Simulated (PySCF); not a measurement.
CoO (SMILES [O]=[Co]), quartet, at a GFN2-xTB geometry (such geometries of metal compounds can be far from the true shape); PySCF with DF-HF/pcseg-0.

Here is a job for PySCF.
```python
from pyscf import gto, scf

mol = gto.M(
    atom='''
Co   -0.00000000   -0.00000000   -0.35224532
O     0.00000000    0.00000000    1.18882794
''',
    basis='pcseg-0',
    spin=3,
    verbose=4,
)

mf = scf.UHF(mol)
mf = mf.density_fit(auxbasis='def2-universal-jkfit')
mf.kernel()
mf.analyze()
```

Output, abridged:

```
PySCF version 2.14.0

[INPUT] verbose = 4
[INPUT] num. atoms = 2
[INPUT] num. electrons = 35
[INPUT] charge = 0
[INPUT] spin (= nelec alpha-beta = 2S) = 3
[INPUT] symmetry False subgroup None
[INPUT] Mole.unit = angstrom
[INPUT] Symbol           X                Y                Z      unit          X                Y                Z       unit  Magmom
[INPUT]  1 Co     0.000000000000   0.000000000000  -0.352245320000 AA    0.000000000000   0.000000000000  -0.665647183460 Bohr   0.0
[INPUT]  2 O      0.000000000000   0.000000000000   1.188827940000 AA    0.000000000000   0.000000000000   2.246559215831 Bohr   0.0

nuclear repulsion = 74.1705670493043
number of shells = 5
number of NR pGTOs = 64
number of NR cGTOs = 33
basis = pcseg-0
ecp = {}

******** <class 'pyscf.df.df_jk.DFUHF'> ********
method = DFUHF
initial guess = minao
damping factor = 0
level_shift factor = 0
DIIS = <class 'pyscf.scf.diis.CDIIS'>
diis_start_cycle = 1
diis_space = 8
diis_damp = 0
SCF conv_tol = 1e-09
SCF conv_tol_grad = None
SCF max_cycles = 50
direct_scf = False
number electrons alpha = 19  beta = 16
Set gradient conv threshold to 3.16228e-05
******** <class 'pyscf.df.df.DF'> ********
auxbasis = def2-universal-jkfit
init E= -1451.03668423275

cycle= 1 E= -1449.62936756905  delta_E= 1.41  |g|=  3.1  |ddm|= 3.73

cycle= 2 E= -1442.00616367495  delta_E= 7.62  |g|= 4.78  |ddm|= 4.82
cycle= 3 E= -1452.29630594665  delta_E= -10.3  |g|= 1.16  |ddm|= 3.14
cycle= 4 E= -1452.77585430547  delta_E= -0.48  |g|= 0.314  |ddm|= 0.964
cycle= 5 E= -1452.81835489765  delta_E= -0.0425  |g|= 0.0857  |ddm|= 0.32
cycle= 6 E= -1452.82896776345  delta_E= -0.0106  |g|= 0.0578  |ddm|= 0.173
cycle= 7 E= -1452.83523804893  delta_E= -0.00627  |g|= 0.0369  |ddm|= 0.113
cycle= 8 E= -1452.84207534088  delta_E= -0.00684  |g|= 0.0345  |ddm|= 0.156
cycle= 9 E= -1452.84121429629  delta_E= 0.000861  |g|= 0.0343  |ddm|= 0.0219
cycle= 10 E= -1452.83038476709  delta_E= 0.0108  |g|= 0.027  |ddm|= 0.421
cycle= 11 E= -1452.83365948315  delta_E= -0.00327  |g|= 0.0224  |ddm|= 0.138
cycle= 12 E= -1452.83322337079  delta_E= 0.000436  |g|= 0.00942  |ddm|= 0.183
cycle= 13 E= -1452.83345276732  delta_E= -0.000229  |g|= 0.00482  |ddm|= 0.0434
cycle= 14 E= -1452.83349801989  delta_E= -4.53e-05  |g|= 0.00217  |ddm|= 0.0163
cycle= 15 E= -1452.83351606832  delta_E= -1.8e-05  |g|= 0.00122  |ddm|= 0.0166
cycle= 16 E= -1452.83351562845  delta_E= 4.4e-07  |g|= 0.000408  |ddm|= 0.00803
cycle= 17 E= -1452.83351603903  delta_E= -4.11e-07  |g|= 0.00021  |ddm|= 0.00162
cycle= 18 E= -1452.83351618575  delta_E= -1.47e-07  |g|= 9.47e-05  |ddm|= 0.00129
cycle= 19 E= -1452.83351622414  delta_E= -3.84e-08  |g|= 7.06e-05  |ddm|= 0.000392
cycle= 20 E= -1452.83351625394  delta_E= -2.98e-08  |g|= 4.65e-05  |ddm|= 0.000427
cycle= 21 E= -1452.83351625496  delta_E= -1.01e-09  |g|= 3.64e-05  |ddm|= 0.000217
cycle= 22 E= -1452.83351625081  delta_E= 4.15e-09  |g|= 2.55e-05  |ddm|= 0.000162
cycle= 23 E= -1452.83351624845  delta_E= 2.36e-09  |g|= 1.83e-05  |ddm|= 0.000108
cycle= 24 E= -1452.83351624702  delta_E= 1.42e-09  |g|= 1.37e-05  |ddm|= 9.55e-05
cycle= 25 E= -1452.83351624652  delta_E= 5.06e-10  |g|= 5.86e-06  |ddm|= 0.000104
Extra cycle  E= -1452.83351624656  delta_E= -4.82e-11  |g|= 5.55e-06  |ddm|= 1.32e-05
converged SCF energy = -1452.83351624656  <S^2> = 3.7993578  2S+1 = 4.0246032
**** SCF Summaries ****
Total Energy =                       -1452.833516246564614
Nuclear Repulsion Energy =              74.170567049304339
One-electron Energy =                -2160.104553281632434
Two-electron Energy =                  633.100469985763425
Two-electron Coulomb Energy =          699.141842490285512
DFT Exchange-Correlation Energy =      -66.041372504522087
**** MO energy ****
                             alpha | beta                alpha | beta
MO #1   energy= -283.215519099839  | -283.213631286944  occ= 1 | 1
MO #2   energy= -34.7214423543288  | -34.607152404383   occ= 1 | 1
MO #3   energy= -30.3942627267592  | -30.2864590484596  occ= 1 | 1
MO #4   energy= -30.3924452105071  | -30.2864590484596  occ= 1 | 1
MO #5   energy= -30.392445210507   | -30.2840865107436  occ= 1 | 1
MO #6   energy= -20.4522214028763  | -20.4414032327016  occ= 1 | 1
MO #7   energy= -4.62428199094909  | -4.34648272473424  occ= 1 | 1
MO #8   energy= -3.01280637108957  | -2.67388120319864  occ= 1 | 1
MO #9   energy= -2.98756804713709  | -2.65077148586187  occ= 1 | 1
MO #10  energy= -2.98756804713708  | -2.65077148586186  occ= 1 | 1
MO #11  energy= -1.16331549886409  | -1.12701392827762  occ= 1 | 1
MO #12  energy= -0.770608092530735 | -0.583187174244503 occ= 1 | 1
MO #13  energy= -0.770608092530732 | -0.530755029867816 occ= 1 | 1
MO #14  energy= -0.744371780871182 | -0.393540240414694 occ= 1 | 1
MO #15  energy= -0.698644500876228 | -0.39354024041469  occ= 1 | 1
MO #16  energy= -0.685767425442908 | -0.303630318544402 occ= 1 | 1
MO #17  energy= -0.399813975002216 | 0.0498181004738267 occ= 1 | 0
MO #18  energy= -0.399813975002213 | 0.255145617690011  occ= 1 | 0
MO #19  energy= -0.31737896669699  | 0.255145617690024  occ= 1 | 0
MO #20  energy= 0.0180057447107922 | 0.267630605504294  occ= 0 | 0
MO #21  energy= 0.240966055144287  | 0.276501860658688  occ= 0 | 0
MO #22  energy= 0.355411710738835  | 0.397655911923369  occ= 0 | 0
MO #23  energy= 0.355411710738846  | 0.397655911923375  occ= 0 | 0
MO #24  energy= 0.629057694528921  | 0.663113424323778  occ= 0 | 0
MO #25  energy= 1.46371232766849   | 1.47463834726476   occ= 0 | 0
MO #26  energy= 1.51171234631242   | 1.58070894154501   occ= 0 | 0
MO #27  energy= 1.53620444572806   | 1.75140962736057   occ= 0 | 0

To work with the spin densities directly, `use mulliken_meta_spin()` only printing them here.

 ** Mulliken spin pop alpha/beta on meta-lowdin orthogonal AOs **
 ** Mulliken Spin Density (per AO)  **
spin_pop of  0 Co 1s        0.00000
spin_pop of  0 Co 2s       -0.00000
spin_pop of  0 Co 3s        0.00002
spin_pop of  0 Co 4s       -0.10068
spin_pop of  0 Co 5s        0.00758
spin_pop of  0 Co 2px      -0.00000
spin_pop of  0 Co 2py      -0.00000
spin_pop of  0 Co 2pz      -0.00000
spin_pop of  0 Co 3px       0.00110
spin_pop of  0 Co 3py       0.00110
spin_pop of  0 Co 3pz       0.00114
spin_pop of  0 Co 4px       0.00283
spin_pop of  0 Co 4py       0.00283
spin_pop of  0 Co 4pz      -0.00083
spin_pop of  0 Co 3dxy     -0.00250
spin_pop of  0 Co 3dyz      0.88144
spin_pop of  0 Co 3dz^2     0.11347
spin_pop of  0 Co 3dxz      0.88144
spin_pop of  0 Co 3dx2-y2    0.99583
spin_pop of  0 Co 4dxy      0.00255
spin_pop of  0 Co 4dyz      0.00206
spin_pop of  0 Co 4dz^2     0.00068
spin_pop of  0 Co 4dxz      0.00206
spin_pop of  0 Co 4dx2-y2    0.00413
spin_pop of  1 O 1s       -0.00000
spin_pop of  1 O 2s        0.00986
spin_pop of  1 O 3s       -0.00037
spin_pop of  1 O 2px       0.11324
spin_pop of  1 O 2py       0.11324
spin_pop of  1 O 2pz      -0.03186
spin_pop of  1 O 3px      -0.00066
spin_pop of  1 O 3py      -0.00066
spin_pop of  1 O 3pz       0.00101
 ** Mulliken Spin Density (per atom)  **
spin density of  0 Co =      2.79622
spin density of  1 O =      0.20378
 ** Mulliken pop alpha/beta on meta-lowdin orthogonal AOs **
 ** Mulliken pop       alpha | beta **
pop of  0 Co 1s        1.00000 | 1.00000
pop of  0 Co 2s        0.99999 | 0.99999
pop of  0 Co 3s        0.99997 | 0.99996
pop of  0 Co 4s        0.43269 | 0.53337
pop of  0 Co 5s        0.02019 | 0.01261
pop of  0 Co 2px       1.00000 | 1.00000
pop of  0 Co 2py       1.00000 | 1.00000
pop of  0 Co 2pz       1.00000 | 1.00000
pop of  0 Co 3px       0.99947 | 0.99838
pop of  0 Co 3py       0.99947 | 0.99838
pop of  0 Co 3pz       0.99865 | 0.99751
pop of  0 Co 4px       0.02033 | 0.01750
pop of  0 Co 4py       0.02033 | 0.01750
pop of  0 Co 4pz       0.00159 | 0.00242
pop of  0 Co 3dxy      0.99701 | 0.99951
pop of  0 Co 3dyz      0.99309 | 0.11165
pop of  0 Co 3dz^2     0.94690 | 0.83343
pop of  0 Co 3dxz      0.99309 | 0.11165
pop of  0 Co 3dx2-y2    0.99587 | 0.00005
pop of  0 Co 4dxy      0.00299 | 0.00044
pop of  0 Co 4dyz      0.00429 | 0.00223
pop of  0 Co 4dz^2     0.00081 | 0.00013
pop of  0 Co 4dxz      0.00429 | 0.00223
pop of  0 Co 4dx2-y2    0.00413 | 0.00000
pop of  1 O 1s        0.99999 | 0.99999
pop of  1 O 2s        0.96799 | 0.95813
pop of  1 O 3s        0.00425 | 0.00461
pop of  1 O 2px       0.97937 | 0.86614
pop of  1 O 2py       0.97937 | 0.86614
pop of  1 O 2pz       0.62329 | 0.65515
pop of  1 O 3px       0.00344 | 0.00411
pop of  1 O 3py       0.00344 | 0.00411
pop of  1 O 3pz       0.00370 | 0.00269
In total            19.00000 | 16.00000
 ** Mulliken atomic charges   ( Nelec_alpha | Nelec_beta ) **
charge of  0Co =      0.92592  (    14.43515     11.63893 )
charge of  1O =     -0.92592  (     4.56485      4.36107 )
Dipole moment(X, Y, Z, Debye):  0.00000,  0.00000, -6.19612
```
